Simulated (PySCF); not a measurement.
**Dipole polarisabilities along the 3d series**

Calculated with PySCF 2.14 for the ground configurations, without spin-orbit coupling: coupled response for Hartree-Fock and DFT. Mean α in bohr³, C₆ of like pairs in atomic units.

```csv
species,α UHF,α PBE,α PBE0,α recommended (Schwerdtfeger and Nagle),C₆ UHF,C₆ PBE,C₆ PBE0
"Sc [Ar] 3d1 4s2 (aug-cc-pVTZ with one added diffuse shell each of s, p, d, f, g type, non-relativistic)",n/a,126.6,130.8,97 ± 10,n/a,1552,1659
"Ti [Ar] 3d2 4s2 (aug-cc-pVTZ with one added diffuse shell each of s, p, d, f, g type, non-relativistic)",164.4,106.8,111.8,87 ± 10,1792,1243,1323
"V [Ar] 3d3 4s2 (aug-cc-pVTZ with one added diffuse shell each of s, p, d, f, g type, non-relativistic)",133.4,93.56,98.32,87 ± 10,1458,1013,1082
"Cr [Ar] 3d5 4s1 (aug-cc-pVTZ with one added diffuse shell each of s, p, d, f, g type, non-relativistic)",113.0,72.67,77.78,83 ± 12,1042,612.0,661.3
"Mn [Ar] 3d5 4s2 (aug-cc-pVTZ with one added diffuse shell each of s, p, d, f, g type, non-relativistic)",106.2,75.75,79.87,68 ± 9,1057,723.5,776.0
"Fe [Ar] 3d6 4s2 (aug-cc-pVTZ with one added diffuse shell each of s, p, d, f, g type, non-relativistic)",85.76,63.52,67.16,62 ± 4,824.7,573.1,614.5
"Co [Ar] 3d7 4s2 (aug-cc-pVTZ with one added diffuse shell each of s, p, d, f, g type, non-relativistic)",73.75,55.41,58.87,55 ± 4,681.7,473.7,511.7
"Ni [Ar] 3d8 4s2 (aug-cc-pVTZ with one added diffuse shell each of s, p, d, f, g type, non-relativistic)",65.32,49.29,52.47,49 ± 3,577.3,400.2,433.3
"Cu [Ar] 3d10 4s1 (aug-cc-pVTZ-PP with one added diffuse shell each of s, p, d, f, g type with ECP10MDF, ECP)",71.76,42.15,46.02,46.5 ± 0.5,505.7,271.8,297.6
"Zn [Ar] 3d10 4s2 (aug-cc-pVTZ-PP with one added diffuse shell each of s, p, d, f, g type with ECP10MDF, ECP)",50.80,38.62,41.11,38.67 ± 0.3,401.5,281.6,304.8
```

Hartree-Fock lacks correlation. All values carry a basis error.
